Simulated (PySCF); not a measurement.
## Correlation energy of Zr (zirconium, neutral)

[Kr] 4d4, high-spin 5D determinant (an excited configuration). Computed with PySCF 2.14 in def2-QZVPPD with the def2 core potential (28 electrons) (7s5p4d3f2g, 81 functions), with scalar relativity through the core potential. Frozen: nothing; 12 electrons correlated.

MP2 pair energies summed by pair of shells (mhartree):

```
 pair   energy  share (%)
4p-4d  -105.64       34.7
4p-4p  -105.19       34.6
4d-4d   -39.17       12.9
4s-4p   -35.22       11.6
4s-4d   -12.50        4.1
4s-4s    -6.39        2.1
```

Total MP2 correlation energy: -304.11 mhartree.

Same-spin part -109.11 and opposite-spin part -195.01 mhartree; SCS-MP2 scales them by 1/3 and 6/5 to -270.38 mhartree.

The basis has no tight functions for the innermost shells, so their pair energies are far from complete.

This basis was not built for core-valence correlation, so the inner-shell part is incomplete.
